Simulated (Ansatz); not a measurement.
The first iterations of a band of AlBFH$_{5}$O (9 atoms, charge 0, multiplicity 1).

Method: RKS B3LYP-D4/def2-SVP (Ansatz).

| Quantity | Value |
| --- | --- |
| movable images | 9 |
| climbing image | yes |
| spring | 5.0 eV/Å² |
| optimiser | quadratic models (default) |
| start path | through a guess of the saddle point |
| force threshold | 0.05 eV/Å |
| iteration limit | 60 |
| end points | relaxed |

First end point:

```xyz
9
Properties=species:S:1:pos:R:3
B 0.125 -0.409 0.174
F -0.720 0.451 0.807
H 1.200 0.009 -0.189
H -0.475 -0.885 -0.942
O 0.212 -1.727 0.968
Al -0.817 -2.518 -0.380
H 0.010 -3.516 -1.271
H -2.333 -2.631 0.034
H -0.034 -1.611 1.896
```

Last end point:

```xyz
9
Properties=species:S:1:pos:R:3
B 0.123 -0.201 -0.462
F -0.017 -0.465 2.340
H 1.272 0.173 -0.452
H -0.785 0.547 -0.745
O -0.146 -1.497 -0.166
Al -0.945 -3.017 -0.324
H -1.152 -3.795 1.026
H -1.313 -3.503 -1.774
H 0.131 -1.080 1.654
```

| iteration | highest image above the first end (eV) | largest band force component (eV/Å) |
| --- | --- | --- |
| 1 | 3.843 | 7.398 |
| 2 | 1.941 | 3.101 |
| 3 | 1.677 | 1.654 |
| 4 | 1.623 | 1.122 |
| 5 | 1.592 | 3.062 |
| 6 | 1.464 | 0.534 |
| 7 | 1.433 | 0.822 |
| 8 | 1.403 | 0.365 |
| 9 | 1.452 | 0.699 |
| 10 | 1.461 | 0.726 |
| 11 | 1.461 | 0.422 |
| 12 | 1.484 | 0.840 |
| 13 | 1.488 | 0.766 |
| 14 | 1.495 | 0.655 |
| 15 | 1.504 | 0.395 |
| 16 | 1.511 | 0.245 |

**Question.** Does the band converge within its limit, and where does its top end?

**Answer.** It converged. It ended after 48 iterations with the highest image 1.509 eV above the first end. The profile has 2 maxima (images 2, 6) with wells between them (image 3): this band takes more than one step, which may be the mechanism or a detour left from its start path. A vibrational analysis at the climbing image gives one clearly imaginary mode, 908i cm⁻¹: a first-order saddle point. The orbitals stay closed-shell, which can raise the energy where a bond breaks towards radicals; this wasn't checked here.

Time of the run: 12 min on 2 threads of Arm Neoverse V1, with other jobs on the host, peak memory 0.16 GiB.
